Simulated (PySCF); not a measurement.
Job file and geometry (Å, from GFN2-xTB) of an NMR shielding run on SMILES C[Si]1(C)C[C@H](C#N)CO1, C6H11NOSi, GIAO PBE0/pcSseg-1 NMR shielding, non-relativistic, gas phase (PySCF); density fitting, a coarse starting grid and PySCF grid level 2 are the driver's defaults:

```
$ OMP_NUM_THREADS=1 python probes_run.py task.json out

{"job": {"kind": "nmr", "xc": "PBE0", "basis": "pcSseg-1"}, "charge": 0, "multiplicity": 1}
C     -2.313807     0.701137     0.866761
Si    -0.791833    -0.082798     0.048595
C     -1.237091    -1.238418    -1.388805
C      0.578657     1.189937    -0.370909
C      1.833050     0.451416     0.113694
C      2.302361    -0.424125    -0.930831
N      2.659286    -1.119333    -1.765777
C      1.420743    -0.393847     1.337424
O      0.122925    -0.882697     1.165697
H     -2.896867     1.261509     0.144849
H     -2.047765     1.373004     1.676901
H     -2.956426    -0.070278     1.276443
H     -0.352332    -1.593273    -1.910294
H     -1.874892    -0.740663    -2.111263
H     -1.774518    -2.107417    -1.021911
H      0.667481     1.453347    -1.421922
H      0.461332     2.116296     0.190852
H      2.650064     1.130652     0.380750
H      1.449759     0.230667     2.238216
H      2.094723    -1.244437     1.478491
```

**Question.** What does the program print?

**Answer.** 
```
coarse grid: 17112 points
cycle   1  E = -653.9608331585  dE =  1.167e+00  |g| = 8.455e-01  |ddm| = 4.047e+00
cycle   2  E = -653.7251836832  dE =  2.356e-01  |g| = 1.382e+00  |ddm| = 1.948e+00
cycle   3  E = -654.0944426793  dE = -3.693e-01  |g| = 2.668e-01  |ddm| = 1.357e+00
cycle   4  E = -654.1091147049  dE = -1.467e-02  |g| = 7.925e-02  |ddm| = 2.146e-01
cycle   5  E = -654.1101733342  dE = -1.059e-03  |g| = 3.403e-02  |ddm| = 8.053e-02
cycle   6  E = -654.1104069890  dE = -2.337e-04  |g| = 3.886e-03  |ddm| = 2.804e-02
cycle   7  E = -654.1104101975  dE = -3.209e-06  |g| = 9.623e-04  |ddm| = 4.406e-03
final grid: 160472 points
cycle   8  E = -654.1732833036  dE = -3.771e-05  |g| = 1.159e-02  |ddm| = 3.172e-02
cycle   9  E = -654.1732596971  dE =  2.361e-05  |g| = 1.620e-02  |ddm| = 2.007e-02
cycle  10  E = -654.1733109914  dE = -5.129e-05  |g| = 1.794e-03  |ddm| = 1.267e-02
cycle  11  E = -654.1733116257  dE = -6.343e-07  |g| = 2.664e-04  |ddm| = 1.684e-03
cycle  12  E = -654.1733116278  dE = -2.061e-09  |g| = 2.417e-04  |ddm| = 2.998e-04
cycle  13  E = -654.1733116399  dE = -1.211e-08  |g| = 4.690e-05  |ddm| = 1.814e-04
cycle  14  E = -654.1733116403  dE = -4.463e-10  |g| = 8.809e-06  |ddm| = 4.580e-05
converged SCF energy = -654.1733116403

GIAO shielding tensors (ppm)
atom      isotropic    diamagn.    paramagn.     s11        s22        s33       span
  0 C      186.723     255.309     -68.586    178.028    185.678    196.463     18.436
  1 Si     312.604     880.950    -568.346    287.160    299.283    351.369     64.209
  2 C      184.798     256.738     -71.939    176.298    183.776    194.321     18.024
  3 C      167.935     255.477     -87.542    155.963    164.512    183.330     27.368
  4 C      157.830     254.794     -96.964    144.258    161.203    168.029     23.771
  5 C       57.887     262.604    -204.717    -67.095    -53.769    294.524    361.619
  6 N      -30.312     340.732    -371.044   -205.511   -170.460    285.034    490.545
  7 C      112.567     241.825    -129.258     76.646    109.955    151.099     74.452
  8 O      288.305     399.411    -111.106    241.419    279.404    344.092    102.673
  9 H       31.755      30.668       1.087     27.518     29.072     38.674     11.155
 10 H       31.638      31.584       0.054     26.804     29.516     38.593     11.790
 11 H       31.227      30.117       1.111     26.871     28.643     38.168     11.297
 12 H       30.816      33.594      -2.778     25.245     30.015     37.187     11.942
 13 H       31.785      31.343       0.441     27.722     28.730     38.902     11.180
 14 H       31.231      30.980       0.252     27.163     28.399     38.132     10.969
 15 H       30.586      33.153      -2.568     26.959     28.490     36.308      9.349
 16 H       30.801      33.447      -2.646     25.833     28.570     38.001     12.168
 17 H       28.857      29.589      -0.732     24.094     26.570     35.906     11.812
 18 H       27.641      29.826      -2.186     22.140     26.359     34.423     12.284
 19 H       27.130      28.713      -1.583     22.524     26.055     32.811     10.287
```

**Question.** Turn these shieldings into chemical shifts. δ = σ(ref) − σ, references computed at the same level: 13C (σ = 186.93 ppm), 29Si (σ = 349.16 ppm), 1H (σ = 31.72 ppm) vs TMS; 15N (σ = 267.73 ppm) vs NH3; 17O (σ = 336.08 ppm) vs H2O.

**Answer.** Averaging equivalent atoms: C 5: 129.0; C 7: 74.4; C 4: 29.1; C 3: 19.0; C 2: 2.1; C 0: 0.2; Si 1: 36.6; N 6: 298.0; O 8: 47.8; H 19: 4.59; H 18: 4.08; H 17: 2.86; H 15: 1.13; H 16: 0.92; H 12/13/14: 0.44; H 9/10/11: 0.18 ppm. Experimental scales use liquid or dissolved standards, which lie at an offset from isolated NH3 (liquid NH3: subtract about 20 ppm) and H2O (liquid H2O: subtract about 36 ppm). Unscaled 15N shifts of sp2 nitrogen come out 20 to 40 ppm too high even then.

Size and cost of the density-fitted run: 215 basis functions, 49 s wall time on 1 thread of an Arm Neoverse V1, shared host; peak memory 1 GiB.
